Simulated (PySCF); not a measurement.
Computed with PBE0-D4/def2-TZVP // PBE0-D4/def2-SVP (PySCF). All species are isolated molecules in the gas phase. One relaxed conformer stands for a flexible species; it need not be the lowest. Delta-SCF ions had no search for a lower state. Excitations are Tamm–Dancoff values on a coarser integration grid. The basis has no diffuse functions, so Rydberg states are missing or too high.

Reference species (SMILES): `B[C@]1(C=O)[C@H]2CC[C@@H]1CC2` (neutral, multiplicity 1).

```
Property                                 Result
--------------------------------------  -------
vertical ionisation energy (Delta-SCF)  9.25 eV
S1 excitation (TDA)                     4.01 eV
T1 excitation (TDA)                     3.51 eV
```

Changed species: `B[C@@]1(C=O)C[C@@H]2CC[C@H]1C2`.

Problem. Predict the effect on the vertical ionisation energy (Delta-SCF), S1 excitation (TDA) and T1 excitation (TDA).

Solution. the vertical ionisation energy (Delta-SCF) is nearly the same; the S1 excitation (TDA) increases by 0.34 eV, to 4.35 eV; the T1 excitation (TDA) rises by 0.28 eV, to 3.79 eV.
